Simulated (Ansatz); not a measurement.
`[F][Al]1[SiH2][S]1`. The species carries charge 0 and has multiplicity 1. The structure was optimised at the PBE0-D4/def2-TZVP level.

```xyz
6

F    -0.122   -2.853   -0.913
Al    0.013   -1.271   -0.509
Si   -0.191    0.749    0.577
S     0.981    0.488   -1.292
H     0.645    1.192    1.722
H    -1.326    1.695    0.416
```

What is the dipole moment at ωB97M-V/def2-TZVPP? (An estimate is asked.)

Ansatz gave: 1.47 D, with components (-0.82, -0.06, 1.22) D in this frame, pointing from negative to positive charge.

And with PBE, r2SCAN, B3LYP? (Best estimate.)

Computed: PBE 1.22 D, r2SCAN 1.29 D, B3LYP 1.42 D.

Give the Mulliken charges with ωB97M-V, PBE, B3LYP in def2-TZVPP. (An estimate is asked.)

Ansatz gave: 
```json
{"atom": "F1", "ωB97M-V": "-0.31", "PBE": "-0.27", "B3LYP": "-0.31"}
{"atom": "Al2", "ωB97M-V": "0.49", "PBE": "0.47", "B3LYP": "0.52"}
{"atom": "Si3", "ωB97M-V": "0.10", "PBE": "0.11", "B3LYP": "0.18"}
{"atom": "S4", "ωB97M-V": "-0.26", "PBE": "-0.23", "B3LYP": "-0.28"}
{"atom": "H5", "ωB97M-V": "-0.01", "PBE": "-0.04", "B3LYP": "-0.05"}
{"atom": "H6", "ωB97M-V": "-0.01", "PBE": "-0.04", "B3LYP": "-0.05"}
```

B3LYP here is the variant with VWN-RPA as its local correlation; programs differ in this.
